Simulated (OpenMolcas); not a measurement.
Computed levels of 3s2 3p2 in ions with 14 electrons, in cm-1 above 3P0.

```json
{
 "Program": "OpenMolcas 26.06",
 "Method": "SS-CASPT2, IPEA 0.25 Eh, imaginary shift 0.1 Eh",
 "Basis": "ANO-R3",
 "Scalar Hamiltonian": "X2C, finite nucleus",
 "Spin-orbit coupling": "RASSI with atomic mean-field integrals over the reference wave functions, term energies averaged over their components"
}
```

Active space for each ion: 4 electrons in 4 orbitals (3s 3p); closed shells correlated by CASPT2: 2s 2p.

| Level | P+ | Cl3+ | Ar4+ |
| --- | --- | --- | --- |
| 3P1 | 146 | 446 | 698 |
| 3P2 | 416 | 1222 | 1866 |
| 1D2 | 8270 | 13000 | 15550 |
| 1S0 | 20020 | 30940 | 36370 |

**Question.** Estimate 3P2, 1D2, 1S0 for S2+ from its neighbours P+ and Cl3+.

**Answer.** 3P2 is fine structure, which grows about as the fourth power of a screened charge, so the fourth roots are averaged: ((416^0.25 + 1222^0.25) / 2)^4 = 739. The calculation gives 751, so the estimate is off by -1.6 %; the measured value is 833 (NIST levels in Podobedova, Kelleher and Wiese, J. Phys. Chem. Ref. Data 38, 171 (2009)).
1D2 is another term, which grows about linearly with the charge: (8270 + 13000) / 2 = 10635. The calculation gives 10580, so the estimate is off by +0.5 %; the measured value is 11323 (NIST levels in Podobedova, Kelleher and Wiese, J. Phys. Chem. Ref. Data 38, 171 (2009)).
1S0 is another term, which grows about linearly with the charge: (20020 + 30940) / 2 = 25480. The calculation gives 25570, so the estimate is off by -0.4 %; the measured value is 27161 (NIST levels in Podobedova, Kelleher and Wiese, J. Phys. Chem. Ref. Data 38, 171 (2009)).

Term energies are means over components that CASPT2 splits; among the terms shown or strongly mixed into the levels shown the widest spread is 24 cm-1 (3s2 3p2 1D, Ar4+). Over all roots computed the reference weight is 0.85 to 0.98 in P+, 0.84 to 0.98 in S2+, 0.85 to 0.98 in Cl3+, 0.85 to 0.98 in Ar4+; the roots of lowest weight are the least certain, and an intruder state may touch them. Measured partners are found by configuration, term and J. A level has none where our copy of the source lacks it or the pairing is in doubt (some pairs that miss far off the trend of their configuration count as doubtful), and it then counts in no deviation. Only configurations of the active space appear.
